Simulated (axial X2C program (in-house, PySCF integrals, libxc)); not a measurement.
Worked dissociation energy of VC: B97-3, spin-free

Calculated with an in-house all-electron X2C program for linear molecules (integrals from PySCF). Spin-free means the one-electron spin-free X2C Hamiltonian. Basis: V dyall-cv3z [10s10p6d4f2g], C dyall-v3z [7s6p2d1f] (cores contracted in-house); Gaussian nuclei, density fitting, unrestricted open shells. Masses: V 50.944 u, C 12.000 u.

Molecular state: M_S = 3/2, Λ = 2 (beyond evenly filled blocks: 2 × σα, δ+α).

- E(V) (2M_S = 3, M_L = 2): -949.079338 hartree
- E(C) (2M_S = 2, M_L = 0): -37.863186 hartree
- E(VC) at Re: -987.064171 hartree
- ωe: 893.4 cm⁻¹
- ωexe: 18.7 cm⁻¹

(1) Work out De and D0.

De is counted from the lowest determinant-based energies of the atoms at the same level, without counterpoise correction. Without a current term, density functionals place determinants with orbital angular momentum somewhat too high. The state is one determinant with fixed occupations, lowest in a PBE0 search at one distance only: followed along the bond, the 2c determinant Ω = 3/2 reaches 0.03 eV lower at PBE0, at Re = 1.576 Å, so the state shown is not the lowest. The determinant is spin-polarised beyond a pure state at some levels (its spin-free form has ⟨S²⟩ too high), which makes Re and μ there less reliable.

Each atomic determinant is the lowest at this level and need not be a pure term. Totals compare only within one Hamiltonian and basis.

## Answers

(1) De = -949.079338 + (-37.863186) − (-987.064171) = 0.12165 hartree = 3.310 eV. The zero-point energy is ωe/2 − ωexe/4 = 442 cm⁻¹ = 0.055 eV, so D0 = 3.255 eV.
